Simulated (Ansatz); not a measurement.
Ge2F5⁻. Charge -1, multiplicity 1. Geometry relaxed at PBE0-D4/def2-SVPD.

```xyz
7

Ge   -2.001   -0.239   -0.559
Ge    1.512    0.312    0.533
F    -0.062   -0.511   -0.409
F    -2.203   -0.194    1.237
F     2.134   -1.330    0.973
F     2.425    0.414   -1.025
F    -1.804    1.548   -0.749
```

The structure comes from a short search, and lower isomers may exist.

Estimate the harmonic wavenumbers at RKS PBE0-D4/def2-SVPD (Ansatz, unscaled). Is this a minimum?

13i, 25, 37, 131, 135, 200, 209, 240, 253, 318, 405, 564, 573, 595, 606 cm⁻¹. Yes, no mode is imaginary beyond noise. Zero-point energy 25.7 kJ/mol. Run time 3.2 min (4 threads of Arm Neoverse V1 on a shared host), peak host memory 0.79 GiB.
